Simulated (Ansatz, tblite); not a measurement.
Removing an electron: the cluster CsBr2⁻ (the lowest singlet isomer of a short search). The state is a singlet with charge -1. Geometry: PBE0-D4/def2-TZVPD. Ansatz, gas phase; energy differences of separate SCF runs; the oxidised species was run as a doublet alone.

```xyz
3

Cs    0.000    0.000    0.000
Br    0.029    0.492   -3.318
Br   -0.029   -0.493    3.318
```

In the def2 sets Cs takes a core potential; there is no spin–orbit coupling. The xTB rows come from tblite. HOMO above LUMO, or a gap near zero within one spin, warns that the state may not be the lowest or that an electron is smeared out. The structure comes from a short search, and lower isomers may exist.

Problem. Estimate orbital energies and vertical ionisation energies at: GFN1-xTB; GFN2-xTB; PBE-D4/def2-TZVPD; r2SCAN-D4/def2-TZVPD; PBE0-D4/def2-TZVPD.

Solution. 
```csv
level,−HOMO (eV),vertical IE (eV),−LUMO (eV),HOMO–LUMO gap (eV),remarks
GFN1-xTB,5.76,7.61,3.80,1.96,–
GFN2-xTB,5.68,8.22,1.98,3.70,–
PBE-D4/def2-TZVPD,1.54,3.93,-1.65,3.19,gap within one spin near zero (doublet)
r2SCAN-D4/def2-TZVPD,1.77,4.11,-2.15,3.92,–
PBE0-D4/def2-TZVPD,2.69,4.34,-2.05,4.74,–
```

  Raw xTB energy differences between charge states are shifted by several eV; the methods need an empirical correction for them.
